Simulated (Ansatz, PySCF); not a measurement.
C3H8STe, SMILES CC(C)[Te]S. Atoms are numbered in the order given.

```xyz
13

Te    -0.2678     0.1788     0.6985
C      0.5671    -1.3987    -0.6163
C      1.1492    -2.4640     0.3013
C      1.5701    -0.8283    -1.5991
H     -0.3146    -1.7932    -1.1475
H      1.5402    -3.3024    -0.3016
H      1.9913    -2.0695     0.8949
H      0.3997    -2.8782     0.9948
H      1.1296    -0.0211    -2.2043
H      1.9086    -1.6222    -2.2898
H      2.4555    -0.4273    -1.0796
S     -1.0359     1.6833    -1.0381
H     -2.2653     1.1402    -1.2097
```

The structure is a stationary point at r2SCAN-D4/def2-SVP. The def2 effective core potentials stand for the cores of Te; spin–orbit coupling is left out. Other conformers were not sampled.

Two levels are set side by side: PBE-D3(BJ)/def2-SVP (Ansatz, a program for electronic structure) and r2SCAN-D4/def2-SVP (Ansatz). Each level has its own optimised geometry; the coordinates shown are those of the second. Frequencies come from the Hessian of PySCF at each geometry. Differences are taken from unrounded values.

```tsv
quantity	r2SCAN-D4	PBE-D3(BJ)	PBE-D3(BJ) minus r2SCAN-D4
mean bond length (Å)	1.396	1.404	0.008
bond Te1–C2 (Å)	2.217	2.229	0.012
bond Te1–S12 (Å)	2.423	2.435	0.012
bond C2–C3 (Å)	1.522	1.526	0.004
bond C2–C4 (Å)	1.516	1.519	0.004
bond C2–H5 (Å)	1.102	1.109	0.007
bond C3–H6 (Å)	1.104	1.112	0.007
bond C3–H7 (Å)	1.103	1.110	0.007
bond C3–H8 (Å)	1.102	1.110	0.008
bond C4–H9 (Å)	1.101	1.109	0.008
bond C4–H10 (Å)	1.105	1.113	0.007
bond C4–H11 (Å)	1.102	1.109	0.007
bond S12–H13 (Å)	1.355	1.366	0.011
highest harmonic wavenumber (cm⁻¹)	3138	3064	-73
mean harmonic wavenumber (cm⁻¹)	1361	1326	-35
zero-point energy (kcal/mol)	64.20	62.54	-1.67
```
